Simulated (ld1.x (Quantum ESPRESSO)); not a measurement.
**Configuration tests for boron (B) (TM)**

```
Element                 : B
Generator               : ld1.x (Quantum ESPRESSO) 7.5
Type                    : norm-conserving Troullier–Martins (Kleinman–Bylander form)
Functional              : PBE
Relativity              : scalar-relativistic
Frozen core             : [He]
Valence charge          : 3
Reference configuration : 2s2 2p1
Partial waves           : 2s (bound): rc 1.30 bohr; 2p (bound): rc 3.80 bohr
Local potential         : all-electron potential smoothed inside 4.36 bohr (lloc = -1)
Core correction         : Bessel-smoothed model core inside 0.95 bohr
```

Energies are relative to the spin-unpolarised reference configuration 2s2 2p1; without spin polarisation the order of configurations can differ from experiment.

(1) Give the all-electron excitation energy and the error of the potential for: 2s2 2p0; 2s1 2p0; 2s2 2p0.5; 2s1 2p1; 2s0 2p3; 2s1 2p2; 2s2 2p1.3.

Levels in the configuration 2s1 2p1:

| level | all-electron (eV) | pseudo (eV) |
| --- | --- | --- |
| 2s | -19.592 | -19.963 |
| 2p | -13.457 | -13.464 |

## Answers

(1)

```csv
valence configuration,charge,ΔE all-electron (eV),error AE − PS (meV)
2s2 2p0,+1,8.220,+139
2s1 2p0,+2,33.642,+423
2s2 2p0.5,+0.5,2.887,+13
2s1 2p1,+1,14.361,-190
2s0 2p3,0,11.721,-174
2s1 2p2,0,5.851,-44
2s2 2p1.3,-0.3,-0.738,-2.6
```
